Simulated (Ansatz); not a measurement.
The cluster AlSi5: single points at one geometry.

```yaml
crystal:
  periodic: [false, false, false]
  atoms:
    - {symbol: Al, position_ang: [1.662755, 1.176515, 0.690442]}
    - {symbol: Si, position_ang: [-1.857107, 0.832619, 0.444219]}
    - {symbol: Si, position_ang: [-0.049406, -0.463043, 1.312019]}
    - {symbol: Si, position_ang: [1.299819, -1.180159, -0.654375]}
    - {symbol: Si, position_ang: [-1.038214, -1.252643, -0.720148]}
    - {symbol: Si, position_ang: [-0.017836, 0.886700, -1.072147]}
basis:
  gaussian: {orbitals: def2-TZVP, initial_orbitals: start.molden}
magnetization: {spin_polarized: true, initial_magnetization: 1}
hamiltonian: {xc: pbe}
correlation: {method: rpa}
scf: {omitted_lower_state_checks: [starts]}
```

The file start.molden holds the orbitals of an earlier run on this structure, at another level or in another basis.

```sh
$ ansatz run in.yaml --threads 4 --pin off --events-out ev --progress --plain --max-ram 4787MiB
```

It prints (some lines left out):

```
Functional definition: PBE
1350 factors; integrals over basis functions are off by at most 8.2e-4 eV
mean field evaluation 1: about -45962.0732 eV, gradient 1.0e1 eV
mean field evaluation 2: about -45962.2054 eV, gradient 2.0e-1 eV
mean field evaluation 4: about -45962.1917 eV, gradient 3.3e-3 eV
mean field evaluation 8: about -45962.1917 eV, gradient 1.8e-6 eV
mean field -45962.19172435 eV, -1689.0793915774 hartree, gradient 2.9e-6 eV, S^2 0.758485; 0 other end points of the search recorded, 0 dependent functions left out
30 core orbitals not correlated: weight in the atoms' cores, before any rotation towards them, 1.000 or more for the frozen orbitals, at most 0.000 for the correlated occupied ones
reference -45890.59446596 eV, -1686.4482408618 hartree; 12, 11 occupied and 180, 181 virtual orbitals, 1350 factors
Total energy: -45919.17693176 eV, -1687.4986271063 hartree
Checks for a lower state left out: starts
```

Run time 6 s (4 threads of AMD EPYC 9B14 on a shared host), peak host memory 0.71 GiB.

The first input with `hamiltonian: {xc: pbe, dispersion: d4}`, `output: {forces: true, orbitals: {seedname: orbitals}}` and without the key `correlation` (abridged; 3.9 s):

```
Functional definition: PBE
mean field -45962.19175399 eV, -1689.0793926667 hartree, gradient 2.1e-5 eV, S^2 0.758485
Total energy: -45962.64888105 eV, -1689.0961917762 hartree
Atom 0 force     0.073734     0.177133     0.099169 eV/Å
Atom 1 force     0.022577     0.033527     0.025145 eV/Å
Atom 2 force    -0.083060    -0.078499     0.131688 eV/Å
Atom 3 force     0.116889    -0.188539    -0.102306 eV/Å
Atom 4 force    -0.053045    -0.013792    -0.014579 eV/Å
Atom 5 force    -0.077095     0.070170    -0.139118 eV/Å
Dipole moment:     0.203024     0.135534     0.079432 e Å
Checks for a lower state left out: starts
```

The first input with `hamiltonian: {xc: {name: B2PLYP}}` and without the key `correlation` (abridged; 12 s):

```
Functional definition: B2PLYP
mean field -45958.92129029 eV, -1688.9592053424 hartree, gradient 2.5e-6 eV, S^2 0.780059
30 core orbitals not correlated: weight in the atoms' cores, before any rotation towards them, 1.000 or more for the frozen orbitals, at most 0.000 for the correlated occupied ones
second order -23.66193090 eV of doubles, -0.00000000 eV of singles
Total energy: -45965.31016278 eV, -1689.1939920761 hartree
Checks for a lower state left out: starts
```

First input, but with `hamiltonian: {xc: pbe0, dispersion: d4}`, `output: {orbitals: {seedname: orbitals}}` and without the key `correlation` (abridged; 8 s):

```
Functional definition: PBE0
mean field -45965.77333715 eV, -1689.2110134201 hartree, gradient 1.4e-5 eV, S^2 0.767631
Total energy: -45966.16201885 eV, -1689.2252972089 hartree
Checks for a lower state left out: starts
```

The first input with `gaussian: {orbitals: def2-SVP, initial_orbitals: start.molden}`, `hamiltonian: {xc: pbe0, dispersion: d4}`, `output: {orbitals: {seedname: orbitals}}` and without the key `correlation` (abridged; 2.4 s):

```
Functional definition: PBE0
mean field -45949.79094673 eV, -1688.6236714052 hartree, gradient 2.7e-5 eV, S^2 0.766584
Total energy: -45950.17962683 eV, -1688.6379551355 hartree
Checks for a lower state left out: starts
```

The first input with `hamiltonian: {xc: {name: r2SCAN0}, dispersion: d4}`, `output: {orbitals: {seedname: orbitals}}` and without the key `correlation` (abridged; 15 s):

```
Functional definition: r2SCAN0
mean field -45980.03641474 eV, -1689.7351718537 hartree, gradient 2.0e-5 eV, S^2 0.776911
Total energy: -45980.14863101 eV, -1689.7392957254 hartree
Checks for a lower state left out: starts
```

As the first input, with `hamiltonian: {xc: {name: B3LYP}, dispersion: d4}`, `output: {orbitals: {seedname: orbitals}}` and without the key `correlation` (abridged; 7.5 s):

```
Functional definition: B3LYP
mean field -45987.03320936 eV, -1689.9922993132 hartree, gradient 1.5e-5 eV, S^2 0.761894
Total energy: -45987.80490283 eV, -1690.0206585253 hartree
Checks for a lower state left out: starts
```

Geometry: r2SCAN-D4/def2-SVP.

B3LYP takes the VWN-RPA correlation. Correlated methods freeze 30 core orbitals. The structure comes from a short search, and lower isomers may exist.
